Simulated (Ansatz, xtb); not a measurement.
Breaking the B1–H2 bond in BH3O (SMILES BO) (multiplicity 1 held, fragments rigid). Energies count from the point at 1.192 Å.
Geometry at that point (charge 0, multiplicity 1):
```xyz
5

B     -0.44836    -0.55342     0.06101
H     -0.33819    -1.33753     0.95180
H     -1.30243    -0.64193    -0.77342
O      0.44517     0.45958     0.02793
H      0.32104     1.06992    -0.70687
```

Restricted levels (R-, RO-) in cc, def2 and unpolarised 6-31G sets keep to the state of the molecule at rest. Unrestricted levels (U-) break spin symmetry where that is lower. Active spaces are followed from a long bond inwards. Levels need not reach the same state.

Frozen-core correlation.

Run with Ansatz (a quantum-chemistry and plane-wave program) with Gaussian orbitals; xtb for the GFN methods. Values without a source in brackets are computed. The GFN methods have no spin term and hold the electronic entropy of 300 K.

Energies in eV.

```tsv
R (Å)	GFN2-xTB	U-HF/cc-pVDZ	R-MP2/cc-pVDZ	R-CCSDT(Q)/cc-pVDZ	FIC-MRCISD+Q on CASSCF(2,2)/cc-pVDZ
0.953	0.98	?	1.20	1.22	1.22
1.073	0.14	0.25	0.27	0.28	0.27
1.192	0.00	0.00	0.00	0.00	0.00
1.311	0.18	0.14	0.12	0.10	0.10
1.430	0.49	0.48	0.45	0.41	0.42
1.609	1.06	1.19	1.12	1.05	1.06
1.788	1.69	?	1.87	1.74	1.75
2.086	2.69	3.05	3.05	2.78	2.79
2.384	3.55	?	4.04	3.56	3.56
2.741	4.34	3.74	4.96	4.15	4.15
3.218	5.00	3.83	5.76	4.50	4.51
3.814	5.38	3.85	6.21	4.63	4.64
```

Question: Complete the blanks.

Answer: 
- 2.384, U-HF/cc-pVDZ: 3.52
- 0.953, U-HF/cc-pVDZ: 1.18
- 1.788, U-HF/cc-pVDZ: 1.97

Doubts at one or more of the structures used: a spin-contaminated determinant (U-HF/cc-pVDZ); a restricted determinant that unrestricted orbitals would lower (R-MP2/cc-pVDZ, R-CCSDT(Q)/cc-pVDZ); other coupled-cluster roots lie near (R-CCSDT(Q)/cc-pVDZ); T1 above 0.05 (R-CCSDT(Q)/cc-pVDZ).
